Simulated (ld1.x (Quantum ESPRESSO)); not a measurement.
**Before and after: PAW potential for Cr (Z = 24)**

```
Element                 : chromium
Generator               : ld1.x (Quantum ESPRESSO) 7.5
Type                    : PAW
Functional              : PBE
Relativity              : scalar-relativistic
Frozen core             : [Ar]
Valence charge          : 6
Reference configuration : 3d4 4s2 4p0
Partial waves           : 4s (bound): rcut 2.50, rcutus 3.20 bohr; 4s channel at 0.75 Ry: rcut 2.50, rcutus 3.20 bohr; 4p (bound, empty): rcut 3.00, rcutus 3.70 bohr; 4p channel at 1.8 Ry: rcut 3.00, rcutus 3.70 bohr; 3d (bound): rcut 1.35, rcutus 1.45 bohr; 3d channel at 2.35 Ry: rcut 1.35, rcutus 1.45 bohr
Local potential         : all-electron potential smoothed inside 2.15 bohr (lloc = -1)
Core correction         : Bessel-smoothed model core inside 1.25 bohr
Augmentation charge     : PSQ, inside the norm-conserving radii
```

Change: local potential all-electron potential smoothed inside 3.30 bohr (lloc = -1).

Cutoffs: the cutoffs (Ry, on a coarse ladder) from which the occupation-weighted sum of valence levels, in a spherical-Bessel basis at the reference potential, stays within 10 and 1 mRy of its value at 400 Ry; they do not see the model core or the augmentation charge, which bear on the density cutoff. Errors are all-electron minus pseudo energies relative to the spin-unpolarised reference configuration.

How do hardness, ghosts and transferability respond?

The potential gets neither clearly harder nor softer (50 Ry and 80 Ry → 50 Ry and 80 Ry); the number of tests that count goes from 7 to 3 (the test run of the changed file stopped, so its transferability is not established); of the 3 tests that both files solve, the error grows in 1 and shrinks in 0 by more than 15 % and 0.3 meV (median size 72.3 → 75.6 meV); the range in which the s phases agree widens (upper end 1.7 → 3.2); neither file shows a bound ghost at the reference potential, the only one tested.

```tsv
quantity	base	changed
cutoff, loose	50 Ry	50 Ry
cutoff, tight	80 Ry	80 Ry
bound ghosts	none	none
tests counted (converged, no solver errors)	7 of 7	3 of 7 (the test run stopped)
error for 3d5 4s1 4p0, meV [ΔE 0.10 eV]	-72	-76
error for 3d5 4s0 4p0, meV [ΔE 7.00 eV]	-128	-130
error for 3d4 4s0 4p0, meV [ΔE 23.05 eV]	-10	-13
s: phases at 4.02 bohr within 0.05 rad from the reference energy up to (Ry; the scan ends near 5)	1.7	3.2
p: phases at 4.02 bohr within 0.05 rad from the reference energy up to (Ry; the scan ends near 5)	3.7	3.9
d: phases at 4.02 bohr within 0.05 rad from the reference energy up to (Ry; the scan ends near 5)	to the end of the scan	to the end of the scan
lowest overlap eigenvalue by channel	s 0.37, p 0.55, d 0.64	s 0.45, p 0.65, d 0.80
```

Base: These tests converged, but a pseudo level misses the all-electron one widely, so the file describes the atom poorly there or has found another state: 3d2 4s0 4p0: empty 4s by 4.6 eV (a node warning on the way).
